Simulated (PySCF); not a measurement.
Isomers of C5H11B, one conformer each. The calculation used core-valence-separated Tamm–Dancoff BHandHLYP/aug-pcX-1 (pcseg-1 on H) in PySCF, non-relativistic, gas phase, PBE0-D3(BJ)/def2-SVP geometry. No shift to experiment was applied.

P. `CB1CCCC1`
Q. `CBC/C=C/C`
R. `CBC/C=C\C`
S. `B/C=C(\C)CC`

Main lines, eV (oscillator strength):
1. C K: 283.0 (0.032), 283.0 (0.091), 285.0 (0.016), 285.5 (0.029), 285.6 (0.025); B K: 185.8 (0.092)
2. C K: 283.0 (0.123), 285.1 (0.013), 285.5 (0.029), 285.5 (0.015), 285.6 (0.026); B K: 185.8 (0.091), 191.1 (0.011)
3. C K: 284.6 (0.006), 284.7 (0.024), 285.3 (0.023), 285.3 (0.050), 285.5 (0.027); B K: 185.9 (0.092)
4. C K: 281.8 (0.025), 281.9 (0.068), 284.1 (0.040), 285.2 (0.014), 285.4 (0.011); B K: 185.2 (0.079), 190.9 (0.013)
Listed: the first five lines at most of each edge with a tenth or more of its strongest line's intensity; roots within 0.03 eV on the same or equivalent atoms are summed. Only the lowest roots were sought, and the top ones are left out.

Which spectrum belongs to which isomer?

1 = Q, 2 = R, 3 = P, 4 = S.
- P: first C line listed at 284.6 eV, hole on the sp3 carbon bound to boron; first B line listed at 185.9 eV, hole on the three-coordinate boron.
- Q: first C line listed at 283.0 eV, hole on the alkene CH carbon (1s→π*); first B line listed at 185.8 eV, hole on the three-coordinate boron.
- R: first C line listed at 283.0 eV, hole on the alkene CH carbon; first B line listed at 185.8 eV, hole on the three-coordinate boron.
- S: first C line listed at 281.8 eV, hole on the alkene CH carbon (1s→π*); first B line listed at 185.2 eV, hole on the three-coordinate boron.

What are the ground-state energies of the isomers at BHandHLYP/aug-pcX-1 (pcseg-1 on H), relative to the lowest?

P 0.0, Q 92.6, R 103.5, S 115.3 kJ/mol (electronic energies on these geometries, no dispersion or zero-point terms).
